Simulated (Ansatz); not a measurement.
Geometry optimisation, RKS BHLYP-D4/def2-SVP in Ansatz 0.2.0.

Input file:

```yaml
crystal:
  periodic: [false, false, false]
  atoms:
    - { symbol: "N", position_ang: [-2.0609, 0.2052, 0.5867] }
    - { symbol: Si, position_ang: [-0.5014, 0.4708, 1.3163] }
    - { symbol: Sn, position_ang: [1.229, 0.3453, -0.4852] }
    - { symbol: "N", position_ang: [1.2011, -1.4724, -1.4169] }
    - { symbol: Cl, position_ang: [0.9015, 2.0542, -2.058] }
    - { symbol: H, position_ang: [-2.0854, -0.6523, 0.0765] }
    - { symbol: H, position_ang: [-2.1788, 0.9888, -0.1554] }
    - { symbol: H, position_ang: [-0.2257, -0.5674, 2.3044] }
    - { symbol: H, position_ang: [-0.4321, 1.8061, 2.0133] }
    - { symbol: H, position_ang: [2.8507, 0.5219, 0.2701] }
    - { symbol: H, position_ang: [1.2054, -2.2094, -0.6474] }
    - { symbol: H, position_ang: [0.1736, -1.546, -1.7702] }
basis:
  gaussian: { orbitals: def2-SVP }
hamiltonian:
  xc: { name: BHLYP }
  dispersion: d4
relax:
  f_tol: 0.015
  max_steps: 40
```

Command:

```bash
$ ansatz run input.yaml --threads 2 --pin off --max-ram 3072MiB --backend cpu --events-out ev --progress --plain --runs-dir out
```

**Question.** Where does it end, and by what steps?

**Answer.** It converged. After 37 steps the energy has fallen by 0.893 eV; H12 moved furthest, 1.92 Å.

```json
{"step": "0", "energy less start (eV)": "0.0000", "largest force component (eV/Å)": "2.925", "accepted": "yes"}
{"step": "2", "energy less start (eV)": "-0.6053", "largest force component (eV/Å)": "0.518", "accepted": "yes"}
{"step": "4", "energy less start (eV)": "-0.6878", "largest force component (eV/Å)": "0.535", "accepted": "yes"}
{"step": "6", "energy less start (eV)": "-0.7053", "largest force component (eV/Å)": "0.342", "accepted": "yes"}
{"step": "8", "energy less start (eV)": "-0.7154", "largest force component (eV/Å)": "0.179", "accepted": "yes"}
{"step": "10", "energy less start (eV)": "-0.7223", "largest force component (eV/Å)": "0.233", "accepted": "yes"}
{"step": "12", "energy less start (eV)": "-0.7231", "largest force component (eV/Å)": "0.583", "accepted": "yes"}
{"step": "14", "energy less start (eV)": "-0.7386", "largest force component (eV/Å)": "0.226", "accepted": "yes"}
{"step": "16", "energy less start (eV)": "-0.7518", "largest force component (eV/Å)": "1.120", "accepted": "yes"}
{"step": "18", "energy less start (eV)": "-0.8077", "largest force component (eV/Å)": "0.153", "accepted": "yes"}
{"step": "20", "energy less start (eV)": "-0.8432", "largest force component (eV/Å)": "0.205", "accepted": "yes"}
{"step": "22", "energy less start (eV)": "-0.8561", "largest force component (eV/Å)": "0.077", "accepted": "yes"}
{"step": "24", "energy less start (eV)": "-0.8601", "largest force component (eV/Å)": "0.242", "accepted": "yes"}
{"step": "26", "energy less start (eV)": "-0.8575", "largest force component (eV/Å)": "0.220", "accepted": "no"}
{"step": "28", "energy less start (eV)": "-0.8710", "largest force component (eV/Å)": "0.270", "accepted": "yes"}
{"step": "30", "energy less start (eV)": "-0.8824", "largest force component (eV/Å)": "0.102", "accepted": "yes"}
{"step": "32", "energy less start (eV)": "-0.8902", "largest force component (eV/Å)": "0.052", "accepted": "yes"}
{"step": "34", "energy less start (eV)": "-0.8916", "largest force component (eV/Å)": "0.066", "accepted": "yes"}
{"step": "36", "energy less start (eV)": "-0.8926", "largest force component (eV/Å)": "0.071", "accepted": "yes"}
{"step": "37", "energy less start (eV)": "-0.8927", "largest force component (eV/Å)": "0.009", "accepted": "yes"}
```

```xyz
12
Properties=species:S:1:pos:R:3
N -1.997 0.415 0.498
Si -0.560 0.343 1.433
Sn 1.230 0.238 -0.399
N 1.483 -1.631 -1.120
Cl 0.137 1.592 -2.059
H -2.912 0.361 0.915
H -1.999 0.963 -0.349
H -0.550 -0.875 2.275
H -0.263 1.497 2.322
H 2.789 0.910 -0.264
H 0.635 -2.151 -1.290
H 2.083 -1.717 -1.928
```

Whether the end is a true minimum wasn't checked by a vibrational analysis.

The run took 2 min on 2 threads of AMD EPYC 9R14 (Zen 4), on a shared host, peak memory 0.36 GiB.
